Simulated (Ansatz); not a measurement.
Li₆Al₂, relaxed as a singlet with RKS PBE-D4/def2-SVP in Ansatz, starting from the GFN1-xTB geometry. Force threshold 0.02 eV/Å.

The restricted singlet is unstable towards broken spin symmetry in Hartree–Fock (as tested in another run); at PBE-D4/def2-SVP this wasn't settled. The structure comes from a short search, and lower isomers may exist.

Start:

| atom | x (Å) | y (Å) | z (Å) |
| --- | --- | --- | --- |
| Al1 | -0.393 | -2.607 | -0.942 |
| Al2 | 0.418 | 2.635 | 0.949 |
| Li3 | -1.568 | 1.908 | -0.491 |
| Li4 | -0.501 | -2.443 | 1.680 |
| Li5 | 1.573 | -2.009 | 0.591 |
| Li6 | 0.418 | 2.510 | -1.665 |
| Li7 | -0.133 | 0.026 | -1.376 |
| Li8 | 0.185 | -0.019 | 1.254 |

| step | energy (eV) | largest force component (eV/Å) | SCF passes |
| --- | --- | --- | --- |
| 1 | -14402.8777 | 1.324 | 37 |
| 2 | -14403.7250 | 0.571 | 35 |
| 3 | -14404.1205 | 0.442 | 34 |
| 4 | -14404.4362 | 0.441 | 35 |
| 5 | -14404.7040 | 0.396 | 34 |
| 6 | -14404.9469 | 0.291 | 34 |
| 7 | -14405.1724 | 0.237 | 35 |
| 8 | -14405.3871 | 0.253 | 35 |
| 9 | -14405.5860 | 0.265 | 37 |
| 10 | -14405.7527 | 0.237 | 36 |
| 11 | -14405.8852 | 0.117 | 36 |
| 12 | -14405.9102 | 0.289 | 43 |
| 13 | -14405.9315 | 0.064 | 37 |
| 14 | -14405.9336 | 0.021 | 37 |
| 15 | -14405.9338 | 0.006 | 37 |

Force components are those of the run's own axes.

End:

```xyz
8

Al   -0.758   -1.143   -0.098
Al    0.756    1.145    0.101
Li   -1.835    1.292   -0.728
Li   -0.583   -3.103    1.611
Li    1.833   -1.294    0.719
Li    0.578    3.106   -1.608
Li    0.237    0.064   -2.344
Li   -0.229   -0.067    2.348
```

Bonds lost: Li7–Li8 (atoms count from 1). Bonds formed: Al1–Al2, Al1–Li3, Al1–Li8, Al2–Li5, Al2–Li7 (atoms count from 1). Metal–metal contacts that move far: Li4–Li5 2.38 to 3.15 Å, Li3–Li6 2.38 to 3.14 Å, Li4–Li8 2.55 to 3.14 Å, Li6–Li7 2.56 to 3.15 Å.

No frequencies were taken in this run, so the end may be a saddle point.

Run time 12 s (4 threads of Intel Xeon 6975P-C on a shared host).
